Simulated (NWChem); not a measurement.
System: C₆H₇, doublet; SMILES [C]1=CC=CCC1

```xyz
13

C     -1.4210    -0.0126     0.0870
C     -0.8763    -1.2236     0.1265
C      0.5764    -1.3113    -0.1091
C      1.3389    -0.2043    -0.0894
C      0.7447     1.1411     0.2314
C     -0.7264     1.2575    -0.2107
H     -1.4575    -2.1348     0.2982
H      1.0202    -2.2947    -0.2904
H      2.4201    -0.2772    -0.2390
H      1.3333     1.9549    -0.2207
H      0.8090     1.2934     1.3272
H     -0.7919     1.4439    -1.3007
H     -1.2036     2.1209     0.2796
```
Atoms are numbered in this order, from 1.

Level: PBE0/def2-SVP, spin-unrestricted (NWChem), optimised geometry, unscaled harmonic frequencies. 

List the harmonic frequencies with IR intensities, and the thermochemistry.


```csv
frequency (cm⁻¹),IR intensity (km/mol)
185,0.9
325,3.2
459,0.5
488,2.7
577,2.7
682,56.3
743,10.1
838,5.4
881,0.7
937,16.4
970,0.8
984,0.7
990,0.1
1016,1.2
1059,2.8
1154,1.3
1163,4.1
1228,7.2
1264,4.0
1333,2.7
1348,4.5
1398,1.3
1428,5.4
1441,6.2
1668,6.5
1734,1.9
3018,18.2
3027,26.6
3108,11.4
3112,11.1
3190,2.2
3199,5.0
3215,11.6
```

```json
{
 "zero_point_energy": "68.8 kcal/mol",
 "thermal correction to the enthalpy at 298.15 K (with zero-point energy)": "72.6 kcal/mol",
 "heat capacity Cv": "19.6 cal/(mol K)",
 "entropy at 298.15 K and 1 atm (symmetry number 1, electronic part: spin degeneracy alone)": "73.5 cal/(mol K)",
 "dipole_moment": "1.06 D"
}
```

Rigid rotor and harmonic oscillator.
